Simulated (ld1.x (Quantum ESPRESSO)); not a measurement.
u(r) = r·R(r): atom against pseudo-atom (oxygen)

Columns: radius, all-electron u(r) and pseudo u(r) of the 2p shell (level -43.35 eV) of oxygen in the configuration [He] 2s2 2p2; LDA (PZ), non-relativistic, RRKJ scheme, ld1.x (Quantum ESPRESSO) 7.5.

```csv
r (bohr),all-electron,pseudo
0.090,0.1054,0.0342
0.180,0.3058,0.1319
0.270,0.5091,0.2789
0.360,0.6797,0.4544
0.450,0.8075,0.6349
0.540,0.8932,0.7979
0.630,0.9416,0.9258
0.720,0.9594,1.0081
0.810,0.9529,1.0421
0.900,0.9284,1.0324
0.990,0.8909,0.9884
1.080,0.8446,0.9225
1.170,0.7928,0.8464
1.260,0.7380,0.7692
1.350,0.6822,0.6971
1.440,0.6268,0.6321
1.530,0.5730,0.5741
1.620,0.5214,0.5214
1.710,0.4725,0.4725
1.800,0.4267,0.4267
1.890,0.3841,0.3841
1.980,0.3447,0.3447
2.070,0.3085,0.3085
2.160,0.2755,0.2755
2.250,0.2455,0.2455
2.340,0.2183,0.2183
```

(1) How many radial nodes do the two functions have?

(2) At about which radius was the pseudo-wave matched?

(3) Where does each function peak?

(4) Is the pseudo-wave norm-conserving?

Answers

(1) The all-electron 2p function has n − l − 1 = 0; the pseudo-wave has 0.

(2) 1.70 bohr, where the columns begin to agree (steps of 0.09 bohr).

(3) Outermost all-electron maximum near 0.72 bohr, pseudo maximum near 0.81 bohr (to the table’s step).

(4) Yes: the RRKJ scheme keeps the norm inside the radius equal to the all-electron one, which fixes the energy derivative of the logarithmic derivative at the level.
